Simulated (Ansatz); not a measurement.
Consider the ligand exchange at the Si–C bond: `[OH][GeH2][C]#C[SiH3]` + `SS` → `[SiH3]SS` + `C#[C][GeH2][OH]`.

Calculated with Ansatz (gas phase, PBE0-D4/def2-TZVP geometries, no zero-point term in ΔE). CBS: MP2 limit from def2 TZ/QZ plus the TZ coupled-cluster correction, frozen cores. This one scheme is used for every species. DFT in def2-TZVPP. B3LYP here is the variant with VWN-RPA as its local correlation; programs differ in this. For Ge outer-core shells are correlated without core-valence functions, which leaves a few kJ/mol of doubt a bond. Scalar relativity is left out up to krypton. One conformer a species, not always the lowest.

`[OH][GeH2][C]#C[SiH3]`:

```xyz
11

O     1.174    2.910    0.302
Ge    0.526    1.924   -1.025
C     0.069    0.201   -0.351
C    -0.232   -0.888    0.092
Si   -0.677   -2.530    0.756
H     0.607    2.903    1.076
H    -0.744    2.563   -1.608
H     1.665    1.823   -2.039
H    -1.765   -2.375    1.752
H    -1.137   -3.396   -0.357
H     0.512   -3.135    1.404
```

`SS`:

Cartesian coordinates in Å:
```
S 0.057 1.123 0.030
S 0.615 -0.781 0.526
H -0.064 0.958 -1.301
H -0.608 -1.300 0.745
```

`[SiH3]SS`:

```xyz
7

Si    0.767   -0.627   -0.203
S    -1.363   -0.615    0.041
S    -1.498    1.194    1.027
H     1.435   -0.547    1.118
H     1.187    0.518   -1.049
H     1.095   -1.910   -0.878
H    -1.624    1.987   -0.054
```

`C#[C][GeH2][OH]`:

Cartesian coordinates in Å:
```
C 1.183 2.011 0.099
C 0.481 1.032 0.087
Ge -0.668 -0.471 0.090
O 0.340 -1.814 -0.494
H 1.813 2.871 0.105
H -1.848 -0.233 -0.867
H -1.160 -0.754 1.519
H -0.142 -2.643 -0.538
```

Problem. Is it downhill or uphill in electronic energy at CCSD(T)/CBS, and by how much? (Best estimate.)

Solution. The calculation gave: Downhill: ΔE = -16.8 kJ/mol.

Problem. What do these levels give: r2SCAN-D4, B3LYP-D4, ωB97M-V, PBE, r2SCAN, PBE0, B3LYP, MP2/def2-TZVPP, SCS-MP2/def2-TZVPP, CCSD(T)/def2-TZVPP, SCS-MP2/def2-QZVPP, HF/CBS(def2)? (Best estimate.)

Solution. Computed: r2SCAN-D4 -14.8, B3LYP-D4 -14.0, ωB97M-V -16.5, PBE -14.7, r2SCAN -14.5, PBE0 -15.4, B3LYP -9.8, MP2/def2-TZVPP -15.4, SCS-MP2/def2-TZVPP -12.3, CCSD(T)/def2-TZVPP -13.1, SCS-MP2/def2-QZVPP -14.3, HF/CBS(def2) -8.3 kJ/mol.

Largest T1 diagnostic among the species: 0.012.

In def2-TZVPP, CCSD(T) changes the Hartree–Fock value by −4.5 kJ/mol (the triples alone add −0.8 kJ/mol) and MP2 by −6.8 kJ/mol. The D4 term adds −4.2 kJ/mol with B3LYP and −2.0 kJ/mol with PBE0; it sums over pairs of atoms, weighted by their polarisabilities, and B3LYP, whose exchange is more repulsive, gets the larger term.
